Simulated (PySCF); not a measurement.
Ionisation energy of Er⁴¹⁺ by level of theory

Er⁴¹⁺ [Ar] 3d9 (2D) → Er⁴²⁺ [Ar] 3d8 (3F), as a difference of total energies. All numbers are calculated (PySCF 2.14, the non-relativistic Hamiltonian (point nucleus), in an even-tempered Gaussian basis (17 s from 7.7 bohr⁻², ratio 2.5; 11 p from 10 bohr⁻², ratio 2.5; 8 d from 10 bohr⁻², ratio 2.5; 4 f from 44 bohr⁻², ratio 2.7; 3 g from 66 bohr⁻², ratio 2.7)). Correlated levels: outer shells: [Ne] frozen; virtual orbitals above 40 to 60 times the deepest correlated orbital energy dropped. The calculations carry no spin-orbit coupling.

```csv
method,ionisation energy (eV)
UHF,3281.0
LDA,3281.6
PBE,3280.3
PBE0,3281.1
r2SCAN,3280.0
MP2 (outer shells),3282.8
SCS-MP2 (outer shells),3282.5
```

Question: Estimate what M06-L gives.

Answer: 3281.7 eV, closest to LDA among the rows shown.

Question: Estimate what BLYP gives.

Answer: 3280.0 eV, closest to r2SCAN among the rows shown.

Spin-orbit coupling is strong in these open shells (close to jj coupling). The scalar numbers leave it out and a first-order estimate fails, so it can dominate the gap to the real levels.

The gap to the reference is mostly relativistic.

For comparison: 3265 ± 4 eV (theoretical estimate listed by NIST; NIST Atomic Spectra Database, ionization energies).
